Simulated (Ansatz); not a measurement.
One change: `[NH2][GeH]([SH])[TeH]` becomes `[CH3][GeH]([NH2])[SH]`.

Ansatz, PBE0-D4/def2-TZVP geometries, multiplicity 1. Each molecule was computed in one conformer, which needn't be the lowest.

Elements past krypton have def2 core potentials. Scalar relativity is left out up to krypton.

| property | `[NH2][GeH]([SH])[TeH]` |
| --- | --- |
| HOMO energy (PBE0/def2-TZVPP) / eV | -6.53 |
| HOMO energy (B3LYP/def2-TZVPP) / eV | -6.31 |
| size of the dipole moment (PBE/def2-TZVPP) / D | 1.65 |
| size of the dipole moment (ωB97M-V/def2-TZVPP) / D | 1.58 |
| HOMO–LUMO gap (PBE0/def2-TZVPP) / eV | 5.54 |
| HOMO–LUMO gap (B3LYP/def2-TZVPP) / eV | 5.07 |

(1) What does the change do to each property? (An estimate is asked.)

Answers

(1) Computed: 
```json
{"property": "HOMO energy (PBE0/def2-TZVPP) / eV", "`[CH3][GeH]([NH2])[SH]`": "-7.10", "shift": "-0.57"}
{"property": "HOMO energy (B3LYP/def2-TZVPP) / eV", "`[CH3][GeH]([NH2])[SH]`": "-6.85", "shift": "-0.54"}
{"property": "size of the dipole moment (PBE/def2-TZVPP) / D", "`[CH3][GeH]([NH2])[SH]`": "2.21", "shift": "0.56"}
{"property": "size of the dipole moment (ωB97M-V/def2-TZVPP) / D", "`[CH3][GeH]([NH2])[SH]`": "2.31", "shift": "0.73"}
{"property": "HOMO–LUMO gap (PBE0/def2-TZVPP) / eV", "`[CH3][GeH]([NH2])[SH]`": "7.57", "shift": "2.03"}
{"property": "HOMO–LUMO gap (B3LYP/def2-TZVPP) / eV", "`[CH3][GeH]([NH2])[SH]`": "7.04", "shift": "1.97"}
```

With PBE0 the HOMO falls by 0.57 eV and the LUMO rises by 1.46 eV, so the gap widens by about 2.03 eV. PBE moves the HOMO by -0.38 eV and ωB97M-V by -0.69 eV. Dipoles are sizes alone; their direction can turn.

B3LYP here is the variant with VWN-RPA as its local correlation; programs differ in this.

Spin–orbit coupling is left out; it splits and shifts lone-pair levels of the heavy atoms by tenths of an eV.
